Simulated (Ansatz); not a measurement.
System: C₄H₆S (charge 0, singlet). 
Coordinates optimised at B3LYP-D3(BJ)/def2-TZVP (Ansatz, a first-principles code):
```
C
C 1 1.3252
H 2 1.0834 1 123.13
H 1 1.0834 2 123.13 3 0.00
C 2 1.4977 3 119.67 1 -180.00
H 5 1.0924 2 111.84 3 60.48
H 5 1.0924 6 107.75 2 123.31
C 1 1.4977 4 119.67 2 -180.00
H 8 1.0924 1 111.84 4 60.48
H 8 1.0924 9 107.75 1 123.31
S 5 1.8383 6 109.86 7 119.67
```
Charge 0, spin multiplicity 1.

Basis-set convergence of Hartree-Fock and CCSD correlation energies (hartree) with Ansatz. Valence correlation only, unless marked. Spin-orbit coupling is left out. No relativistic terms.

```csv
basis,functions,E(HF),"E(corr, CCSD)"
aug-cc-pV(D+d)Z,178,-552.49880,-0.75385
aug-cc-pV(T+d)Z,377,[?],[?]
```

Q: Complete the blanks.

A: 
- aug-cc-pV(T+d)Z, E(HF): -552.54830
- aug-cc-pV(T+d)Z, E(corr, CCSD): -0.88604
